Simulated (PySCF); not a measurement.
## Correlation energy of Kr (krypton, neutral)

[Kr], closed-shell 1S. Calculation: PySCF 2.14, in cc-pVDZ-DK (5s4p2d, 27 functions); scalar relativity by spin-free X2C-1e. Frozen: [Ar] 3d10; 8 electrons correlated.

MP2 pair energies summed by pair of shells (mhartree):

```
 pair  energy  share (%)
4p-4p  -94.92       80.7
4s-4p  -17.70       15.0
4s-4s   -5.01        4.3
```

Total MP2 correlation energy: -117.64 mhartree.

Same-spin part -32.77 and opposite-spin part -84.86 mhartree; SCS-MP2 scales them by 1/3 and 6/5 to -112.76 mhartree.

```tsv
level	correlation energy (mhartree)
CCSD	-127.48
(T)	-0.78
CCSD(T)	-128.26
```

Diagnostics: T1 = 0.0016, D1 = 0.0040, largest double amplitude 0.045.

Cost of the coupled-cluster step: 0.04 s of wall time on 1 thread of Neoverse-V2 (shared host), for 8 correlated electrons.
